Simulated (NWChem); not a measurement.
Species: I cation, triplet

Computed with NWChem. Spin-unrestricted. The open p shell is one determinant without spherical averaging. No stability test was run on the SCF state.

**Question.** What does the run give for UHF/STO-3G, non-relativistic? Quantities: highest occupied level (eV); lowest empty minus highest occupied level, either spin (eV); <S²>.

**Answer.** 
| Item | Value |
|---|---|
| highest occupied level (eV) | -16.73 |
| lowest empty minus highest occupied level, either spin (eV) | 9.33 |
| <S²> | 2.00 |
